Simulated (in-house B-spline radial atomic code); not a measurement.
## Ionising Xe IX (Xe8+) with different functionals

Computed with a B-spline radial code for spherical atoms: scalar-relativistic (spin-free X2C) Hamiltonian, Fermi nucleus of rms radius 4.7859 fm, spin-polarised at highest spin, spherical fractional occupations for the functionals, and exact exchange of hybrids averaged over the configuration. The ionisation energy is the difference of two self-consistent energies, [Kr] 4d10 → [Kr] 4d9, without Breit or QED terms; ε is the level of the shell that loses the electron (its least bound occupied spin orbital). There is no spin-orbit coupling in this Hamiltonian.

```json
{"method": "PBE0", "rung": "global hybrid", "ΔSCF (eV)": "180.02", "-ε(4d) (eV)": "171.41"}
{"method": "B3LYP", "rung": "global hybrid", "ΔSCF (eV)": "179.94", "-ε(4d) (eV)": "170.64"}
{"method": "TPSSh", "rung": "global hybrid", "ΔSCF (eV)": "179.92", "-ε(4d) (eV)": "169.27"}
{"method": "BHandHLYP", "rung": "global hybrid", "ΔSCF (eV)": "179.96", "-ε(4d) (eV)": "174.78"}
{"method": "r2SCAN0", "rung": "global hybrid", "ΔSCF (eV)": "180.59", "-ε(4d) (eV)": "172.07"}
{"method": "B97-1", "rung": "global hybrid", "ΔSCF (eV)": "179.86", "-ε(4d) (eV)": "170.67"}
{"method": "HSE06", "rung": "range-separated hybrid", "ΔSCF (eV)": "179.98", "-ε(4d) (eV)": "170.95"}
{"method": "wB97X", "rung": "range-separated hybrid", "ΔSCF (eV)": "179.66", "-ε(4d) (eV)": "173.46"}
{"method": "CAM-B3LYP", "rung": "range-separated hybrid", "ΔSCF (eV)": "179.87", "-ε(4d) (eV)": "172.63"}
{"method": "LC-wPBE", "rung": "range-separated hybrid", "ΔSCF (eV)": "179.82", "-ε(4d) (eV)": "173.42"}
```

**Question.** Among the functionals, which spreads more, the ΔSCF values or the orbital energies?

**Answer.** The orbital energies: ΔSCF values span about 0.92 eV and the orbital energies 5.51 eV; here energy differences depend much less on the functional than eigenvalues do.

**Question.** How do they compare with the NIST value?

**Answer.** NIST lists 179.8 eV ± 0.12 (measured, ground level to ground level). Errors run from -0.18 to +0.75 eV; LC-wPBE is closest (-0.02 eV), though others lie within the uncertainty of it, and part of that can be cancellation, since the calculations leave out spin-orbit coupling, Breit-QED terms, multiplet and fine-structure energies.
